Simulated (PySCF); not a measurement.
## Working out the excitation energy of Mg

Mg [Ne] 3s2 (1S) → Mg [Ne] 3s1 3p1 (3P). Computed with PySCF 2.14 in x2c-TZVPPall with one added diffuse shell each of s, p, d type (6s5p4d, 41 functions), with scalar relativity by spin-free X2C-1e. Frozen: [Ne]. Energies in hartree (1 hartree = 27.21139 eV):

```tsv
part	Mg (lower)	Mg (upper)
UHF	-199.912941	-199.846204
CCSD correlation	-0.032816	-0.004060
(T)	0.000000	0.000000
```

What does Hartree-Fock give?

(-199.846204) − (-199.912941) = 0.066737 hartree = 1.816 eV.

What do CCSD and CCSD(T) give?

The CCSD correlation energies differ by 0.028756 hartree = 0.782 eV and the triples by 0.000000 hartree = 0.000 eV, so CCSD gives 2.598 eV and CCSD(T) 2.598 eV.

Measured between the centres of the two terms (NIST): 2.714 eV, so CCSD(T) (valence) is off by -0.116 eV.

What remains against the reference includes basis incompleteness, the frozen core and higher excitations.
